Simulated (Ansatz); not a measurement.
AlClH₄OSSi, SMILES `[SiH3][O][Al]([SH])[Cl]`, relaxed with RKS PBE0-D4/def2-TZVP in Ansatz from a PBE-D4/def2-SVP geometry. The force threshold is 0.005 eV/Å; the program also tests the step.

Total charge 0; spin multiplicity 1.

Start:

```xyz
9

Si   -1.736    0.409   -0.141
O    -0.124   -0.007   -0.045
Al    1.431   -0.646   -0.289
S     3.062   -0.104    1.051
Cl    1.824   -1.970   -1.876
H    -2.592   -0.825   -0.247
H    -2.127    1.169    1.098
H    -1.978    1.280   -1.344
H     2.240    0.694    1.792
```

```tsv
step	energy (eV)	largest force (eV/Å)	largest move (Å)
1	-39936.3927	0.765	0.000
2	-39936.4428	0.613	0.040
3	-39936.4543	0.079	0.029
4	-39936.4549	0.064	0.036
5	-39936.4554	0.008	0.018
6	-39936.4554	0.007	0.002
7	-39936.4554	0.004	0.004
```

End:

```xyz
9

Si   -1.709    0.400   -0.142
O    -0.132    0.001   -0.045
Al    1.395   -0.628   -0.279
S     3.025   -0.106    1.040
Cl    1.773   -1.937   -1.852
H    -2.543   -0.825   -0.249
H    -2.101    1.150    1.080
H    -1.942    1.257   -1.334
H     2.233    0.689    1.780
```

Hardware: 4 threads of a server CPU on a shared host. Wall time 22 s, peak host memory 0.66 GiB.
